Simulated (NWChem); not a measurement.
Molecule: SnF$_{4}$; SMILES [F][Sn]([F])([F])[F]

```xyz
5

F     -0.9488    -1.4963    -0.6938
Sn    -0.0003    -0.0002     0.0001
F     -1.1409     1.5224     0.0115
F      0.5733    -0.3785     1.7741
F      1.5168     0.3526    -1.0920
```
Atoms are numbered in this order, from 1.

Level: PBE0/def2-SVP with def2 effective core potentials on Sn (NWChem), optimised geometry, unscaled harmonic frequencies. def2 effective core potentials on Sn; no spin-orbit coupling.

```csv
frequency (cm⁻¹),IR intensity (km/mol)
135,0.0
136,0.0
183,48.8
183,48.8
183,48.7
647,0.0
695,64.1
695,64.1
695,64.1
```

| Quantity | Result |
|---|---|
| zero-point energy | 5.1 kcal/mol |
| thermal correction to the enthalpy at 298.15 K (with zero-point energy) | 9.7 kcal/mol |
| heat capacity Cv | 18.8 cal/(mol K) |
| entropy at 298.15 K and 1 atm (symmetry number 12) | 77.8 cal/(mol K) |

Rigid rotor and harmonic oscillator.
